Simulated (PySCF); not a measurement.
BBrH₇NSi₂.
Z-matrix (Å and degrees, PBE0-D3(BJ)/def2-SVP geometry), rows numbered from 1:
```
B 
N   1  1.4175
Si  2  1.7798  1  121.29
Si  2  1.7578  1  118.61  3   177.04
Br  4  2.2255  2  110.18  1   -96.81
H   1  1.2114  2  119.43  3  -178.44
H   1  1.2100  2  120.06  3     1.78
H   3  1.4919  2  109.32  1   120.15
H   3  1.4932  2  109.14  1  -121.44
H   3  1.4864  2  108.47  1    -0.86
H   4  1.4820  2  110.11  1    22.67
H   4  1.4884  2  108.83  1   146.59
```

All values: B3LYP/def2-SVPD (PySCF, non-relativistic), on one gas-phase PBE0-D3(BJ)/def2-SVP geometry that isn't relaxed in the solvent. The solvent is an IEF-PCM continuum (van der Waals radii × 1.2). The model holds no explicit solvent molecules, cavitation or dispersion. Spin–orbit coupling is left out although an atom past zinc is present.

Gas phase at B3LYP/def2-SVPD: HOMO -8.20 eV, LUMO -1.02 eV, dipole 1.40 D.

Q: What does the continuum do to the energy, the frontier levels and the dipole at B3LYP/def2-SVPD in tetrahydrofuran and water?

A: 
| solvent | ε | E(solvent) − E(gas) (kcal/mol) | polarisation term (kcal/mol) | distortion of the solute (kcal/mol) | HOMO (eV) | LUMO (eV) | dipole (D) |
| --- | --- | --- | --- | --- | --- | --- | --- |
| tetrahydrofuran | 7.426 | -1.07 | -1.22 | 0.15 | -8.18 | -0.92 | 1.81 |
| water | 78.36 | -1.32 | -1.55 | 0.23 | -8.19 | -0.90 | 1.92 |

The polarisation term is half the interaction of the solute with the surface charges that it induces; the rest is the cost of distorting the solute's density. The sum is the electrostatic part of solvation alone. From tetrahydrofuran to water the lowering changes by a factor 1.24, Onsager's factor (ε − 1)/(2ε + 1) by 1.21 and ε itself by 10.6.

Q: Which radius a makes the point-dipole formula ΔE = −[(ε − 1)/(2ε + 1)]·μ²/a³ give the value in water, with the gas-phase dipole?

A: μ = 0.550 au and |ΔE| = 0.00210 Eh give a = 2.19 Å; the farthest nucleus lies 3.08 Å from the centroid of the nuclei, so such a sphere wouldn't even hold the nuclei. The formula assumes a rigid point dipole at the centre of a sphere.

Q: How does the static polarisability (B3LYP/def2-SVPD, frozen core, with the continuum's full static response) change?

A: 
| medium | isotropic (au) | principal values (au) | ⟨r²⟩ of the electrons (bohr²) |
| --- | --- | --- | --- |
| gas | 96.2 | 85.5, 95.4, 107.8 | 1328.2 |
| tetrahydrofuran | 123.8 | 112.5, 123.3, 135.7 | 1328.4 |
| water | 132.2 | 121.5, 131.7, 143.4 | 1328.5 |

The isotropic value in water is 1.37 times the gas-phase one; no cavity-field correction is applied. ⟨r²⟩ is taken about the centre of nuclear charge.
